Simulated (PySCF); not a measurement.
Compound: C₅H₇ClO₂.
SMILES: `O=C1C[C@@H](Cl)CCO1`

Vertical excitations from PySCF (density fitting, frozen core in the response, grid level 2 and gas phase unless stated; continuum runs use non-equilibrium linear response for the excitations) on a GFN2-xTB geometry. Reference run:

| settings | S1, eV (f) | S2, eV (f) | S3, eV (f) | S4, eV (f) | S5, eV (f) | S6, eV (f) | T1, eV (Tamm–Dancoff) | mean α (au) |
| --- | --- | --- | --- | --- | --- | --- | --- | --- |
| PBE0/def2-SVPD, full TDDFT, 6 singlets | 5.57 (0.003) | 6.92 (0.006) | 6.95 (0.000) | 7.29 (0.004) | 7.49 (0.029) | 7.63 (0.065) | 5.03 | 76.5 |

Question: What do these settings give: (1) PBE0/pcseg-1, TDA, 25 singlets; (2) PBE0/6-311G**, full TDDFT, 3 singlets?

Answer: 
| settings | S1, eV (f) | S2, eV (f) | S3, eV (f) | S4, eV (f) | S5, eV (f) | S6, eV (f) | T1, eV (Tamm–Dancoff) | mean α (au) |
| --- | --- | --- | --- | --- | --- | --- | --- | --- |
| PBE0/pcseg-1, TDA, 25 singlets | 5.66 (0.006) | 7.04 (0.005) | 7.08 (0.001) | 7.49 (0.009) | 7.74 (0.036) | 7.98 (0.011) | 5.08 | 65.6 |
| PBE0/6-311G**, full TDDFT, 3 singlets | 5.59 (0.005) | 7.00 (0.010) | 7.06 (0.000) | – | – | – | 5.03 | 66.6 |

(1) S1 moves by +0.09 eV; basis and response scheme change together, so the shift can't be laid on one. (2) S1 moves by +0.02 eV. States are counted by energy in each run and needn't keep their character from row to row.

All basis functions are spherical, in the Pople sets too.

Question: Give the leading configurations of S1 (H = HOMO, L = LUMO) and the HOMO–LUMO gap of each run.

Answer: 
```
                              settings  S1 configurations (weight)  S1 (eV)  orbital gap (eV)  S1 − gap (eV)
PBE0/def2-SVPD, full TDDFT, 6 singlets        H→L 0.78, H→L+2 0.09     5.57              7.54          -1.97
        PBE0/pcseg-1, TDA, 25 singlets        H→L 0.79, H→L+1 0.16     5.66              7.58          -1.92
 PBE0/6-311G**, full TDDFT, 3 singlets        H→L 0.78, H→L+1 0.17     5.59              7.55          -1.96
```

One conformer stands for the species.
